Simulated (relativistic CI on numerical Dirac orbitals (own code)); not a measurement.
## Hyperfine structure of In21+, mass number 113

Calculated at this level of theory: Dirac-Coulomb-Breit CI, separate exchange-only KLI orbitals for each configuration, model QED, unscaled Slater integrals (own radial code, finite nucleus).

CI space (outside the closed core [Ne] 3s2): 3p6 3d10, 3p6 3d9 4s, 3p6 3d9 4p, 3p6 3d9 4d, 3p6 3d9 4f, 3p6 3d8 4s2, 3p5 3d10 4s, 3p6 3d8 4s 4p, 3p5 3d10 4p, 3p6 3d9 5s, 3p6 3d8 4p2, 3p6 3d9 5p, 3p6 3d8 4s 4d, 3p6 3d9 5d, 3p6 3d8 4p 4d, 3p5 3d10 4d. Levels of other configurations are missing.

Nuclear spin I = 9/2, μ = 5.5208 μN, Q = 0.761 b (tables of Stone and Pyykkö). The electronic factors are computed for point nuclear moments, without core polarisation or the Bohr-Weisskopf and QED corrections.

| Level | E (eV) | A (MHz) | B (MHz) |
| --- | --- | --- | --- |
| 3p6 3d9 4s 3D_3 | 411.049 | 54590 | -11900 |
| 3p6 3d9 4s 3D_2 | 411.974 | -34540 | -8850 |
| 3p6 3d9 4s 3D_1 | 419.035 | -42000 | -4430 |
| 3p6 3d9 4s 1D_2 | 419.782 | 85760 | -9480 |
| 3p6 3d9 4p 3P°_2 | 453.830 | -3282 | -6090 |
| 3p6 3d9 4p 3F°_3 | 454.815 | 21710 | -9240 |
| 3p6 3d9 4p 3F°_2 | 462.100 | 36460 | -7540 |
| 3p6 3d9 4p 3P°_1 | 463.090 | 5701 | -1730 |

Levels with J = 0, under 50 % of one LS term, or S terms without an open s electron are left out. Small factors come from cancelling terms and can be off by tens of per cent or more.

At this charge energies of transitions that change n are usually good to better than 1 %, and those within a shell (Δn = 0) to a few per cent.

Task: Give the hyperfine levels of 3p6 3d9 4s 3D_3 relative to its centre of gravity.

Result: With K = F(F + 1) − I(I + 1) − J(J + 1), E = AK/2 + B[¾K(K + 1) − I(I + 1)J(J + 1)]/[2I(2I − 1)J(2J − 1)]: F = 3/2: -906100, F = 5/2: -767200, F = 7/2: -573400, F = 9/2: -325300, F = 11/2: -24030, F = 13/2: 329500, F = 15/2: 734000 MHz.

LS names give the leading component of a level, which can be under half, so a name can repeat, a term be missing and a line seem to break the LS rules.
